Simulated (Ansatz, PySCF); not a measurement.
bromine (Br2), SMILES BrBr. Atoms are numbered in the order given.

```xyz
2

Br     0.0000     0.0000    -1.1407
Br     0.0000     0.0000     1.1407
```
Charge 0, spin multiplicity 1.

Coordinates come from a PBE0-D3(BJ)/def2-TZVP optimisation.

Two levels are set side by side: PBE-D3(BJ)/def2-TZVP (Ansatz, an electronic-structure program) and PBE0-D3(BJ)/def2-TZVP (Ansatz). Each level has its own optimised geometry; the coordinates shown are those of the second. Frequencies come from the Hessian of PySCF at each geometry. Differences are taken from unrounded values.

| quantity | PBE0-D3(BJ) | PBE-D3(BJ) | PBE-D3(BJ) minus PBE0-D3(BJ) |
|---|---|---|---|
| bond Br1–Br2 (Å) | 2.281 | 2.311 | 0.030 |
| highest harmonic wavenumber (cm⁻¹) | 334 | 313 | -22 |
| mean harmonic wavenumber (cm⁻¹) | 334 | 313 | -22 |
| zero-point energy (kcal/mol) | 0.48 | 0.45 | -0.03 |
